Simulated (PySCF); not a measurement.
MeSiCl2(SeBu), C5H12Cl2SeSi.
Structure used (PBE0-D3(BJ)/def2-SVP), in Å, numbered top down from 1:
```xyz
21
C5H12Cl2SeSi angstrom
C     -2.9093   -0.1617    1.0744
C     -1.9865    0.5378    0.0905
C     -1.2498   -0.4351   -0.8167
C     -0.2896    0.1948   -1.8081
Se     1.1372    1.3305   -1.0432
Si     2.1396   -0.1996    0.2724
C      3.8363    0.3751    0.7537
Cl     1.0659   -0.5636    2.0122
Cl     2.2536   -2.0193   -0.7141
H     -3.4366    0.5603    1.7159
H     -3.6717   -0.7662    0.5565
H     -2.3398   -0.8374    1.7322
H     -2.5603    1.2513   -0.5278
H     -1.2452    1.1398    0.6421
H     -0.7137   -1.1786   -0.2030
H     -1.9819   -1.0169   -1.4072
H      0.2150   -0.5664   -2.4185
H     -0.8092    0.8892   -2.4864
H      4.2637   -0.3142    1.4974
H      3.7828    1.3802    1.1992
H      4.4927    0.4076   -0.1278
```

Method: TDDFT PBE0/def2-SVPD, vertical, gas phase, core orbitals frozen in the response (PySCF 2.14.0, density-fitted response routines). The PBE0/def2-SVPD calculation is non-relativistic and has no spin–orbit coupling, an omission that weighs most on selenium.

```csv
state,E (eV),E (hartree),f,"main configurations (H = HOMO, L = LUMO)"
S1,4.75,0.1746,0.0024,H→L (98%)
S2,5.79,0.2126,0.025,H→L+1 (94%)
S3,6.26,0.2301,0.014,"H→L+2 (64%), H-1→L (27%)"
S4,6.51,0.2392,0.0034,"H→L+3 (63%), H→L+6 (12%), H→L+2 (12%)"
S5,6.59,0.2420,0.033,"H→L+4 (49%), H-1→L (18%), H→L+3 (16%)"
S6,6.77,0.2487,0.102,"H-1→L (38%), H→L+4 (27%), H→L+5 (13%)"
S7,6.87,0.2526,0.0078,"H→L+5 (44%), H→L+6 (29%)"
S8,7.07,0.2597,0.011,"H→L+6 (27%), H-2→L (21%), H→L+5 (20%)"
S9,7.11,0.2613,0.044,"H-2→L (68%), H→L+7 (13%), H→L+5 (9%)"
S10,7.19,0.2641,0.012,"H→L+7 (53%), H→L+6 (19%)"
```

Triplets (Tamm–Dancoff): T1 4.39 eV, H→L (94%); T2 5.26 eV, H→L+1 (77%), H→L+2 (8%); T3 5.71 eV, H-1→L (54%), H→L+2 (22%); T4 5.91 eV, H→L+2 (45%), H-1→L (33%).

The lowest singlet lies at 4.75 eV (261 nm, ultraviolet) and is very weak; its leading configuration is HOMO→LUMO (98%). The strongest level in the table is S6 at 6.77 eV (183 nm, f = 0.102). Löwdin shares by element: HOMO selenium 71%, carbon 8% or more, silicon 6%, chlorine 4% or more; LUMO selenium 36%, silicon 17%, chlorine 15% or more, carbon 10% or more (atoms not listed hold the other 21%). The oscillator strengths of these states sum to 0.255; summed over the whole spectrum of an exact calculation they would give the number of electrons, 124 (Thomas–Reiche–Kuhn). Orbital energies (eV): HOMO-3 -9.12, HOMO-2 -8.86, HOMO-1 -8.39, HOMO -6.91, LUMO -0.68, LUMO+1 0.05, LUMO+2 0.50. Of the 10 states listed, 7 reach f = 0.01 and none stays under 0.0005. No computed singlet lies in the visible range (380 to 750 nm); the lowest, at 261 nm, stands 1.49 eV above its violet end (3.26 eV). All these states lie below the vertical ionisation energy of 8.71 eV (ΔSCF). The window holds the lowest 10 singlets.

One conformer stands for the species.
